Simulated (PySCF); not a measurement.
H4NbO4, neutral, multiplicity 2. Atoms are numbered in the order given.

```xyz
9

Nb     0.0000     0.0000     0.0000
O      0.7403     1.2277    -1.2682
H      1.5303     1.7802    -1.2507
O     -0.7403     1.2277     1.2682
H     -1.5303     1.7802     1.2507
O     -0.7403    -1.2277    -1.2682
H     -1.5303    -1.7802    -1.2507
O      0.7403    -1.2277     1.2682
H      1.5303    -1.7802     1.2507
```
Charge 0, spin multiplicity 2.

Coordinates come from a B3LYP-D3(BJ)/def2-SVP optimisation. The spin state was assumed, not searched. The def2 effective core potentials stand for the cores of Nb; spin–orbit coupling is left out. One conformer was computed; it need not be the lowest.

Method: PySCF with CAM-B3LYP/def2-TZVP.

ESP charges are fitted to the potential on shells at 1.4 to 2.0 van der Waals radii. Atomic charges (e):

| atom | Mulliken | ESP fit | Löwdin | Mulliken spin |
|---|---|---|---|---|
| Nb1 | 1.63 | … | 0.71 | 0.99 |
| O2 | -0.74 | … | -0.34 | 0.00 |
| H3 | 0.33 | … | 0.17 | 0.00 |
| O4 | -0.74 | … | -0.34 | 0.00 |
| H5 | 0.33 | … | 0.17 | 0.00 |
| O6 | -0.74 | … | -0.34 | 0.00 |
| H7 | 0.33 | … | 0.17 | 0.00 |
| O8 | -0.74 | … | -0.34 | 0.00 |
| H9 | 0.33 | … | 0.17 | 0.00 |

Q: What belongs in the gaps? (An estimate is asked for; the answer gives what the named calculation found.)

A: 
- Nb1, ESP fit: 1.25
- O2, ESP fit: -0.73
- H3, ESP fit: 0.42
- O4, ESP fit: -0.73
- H5, ESP fit: 0.42
- O6, ESP fit: -0.73
- H7, ESP fit: 0.42
- O8, ESP fit: -0.73
- H9, ESP fit: 0.42
